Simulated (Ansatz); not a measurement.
Born–Oppenheimer molecular dynamics of CH₈AlFSi₂ (13 atoms, charge 0, multiplicity 1). It starts from a relaxed structure.

Method: RKS B3LYP-D4/STO-3G (Ansatz 0.2.0).

```yaml
ensemble: NVT, Langevin thermostat
time_step: 1 fs
steps_asked: 100
set_temperature: 400 K
friction: 0.05 /fs
seed: 37334
```

First frame:

```xyz
13
Properties=species:S:1:pos:R:3
C -1.046 -0.645 1.714
Si 0.259 -1.504 0.654
Al 0.832 -0.290 -1.220
F 1.611 -1.079 -2.421
Si 0.387 1.946 -1.539
H -1.983 -0.496 1.161
H -0.706 0.343 2.050
H -1.286 -1.231 2.611
H -0.257 -2.821 0.338
H 1.402 -1.742 1.514
H 0.244 2.672 -0.295
H 1.411 2.644 -2.288
H -0.847 2.168 -2.263
```

(1) How far do the bonds stretch over the last three quarters of this one trajectory? (Pairs bonded in most of those frames.)

Answers

(1) 
```csv
bond,mean (Å),spread (Å),shortest,longest
C1–Si2,1.890,0.046,1.81,1.97
C1–H6,1.102,0.034,1.02,1.17
C1–H7,1.107,0.059,1.02,1.20
C1–H8,1.101,0.024,1.04,1.15
Si2–Al3,2.349,0.042,2.28,2.42
Si2–H9,1.456,0.037,1.39,1.56
Si2–H10,1.462,0.048,1.38,1.55
Al3–F4,1.640,0.022,1.60,1.68
Al3–Si5,2.298,0.037,2.23,2.36
Si5–H11,1.457,0.054,1.35,1.56
Si5–H12,1.454,0.047,1.34,1.57
Si5–H13,1.461,0.035,1.40,1.53
```

Mean temperature of the second half: 425 K. A run of 0.1 ps of so small a system gives no equilibrium averages. Limits of this set-up: minimal basis.

Time of the run: 3.5 min on 1 CPU thread of a shared host.
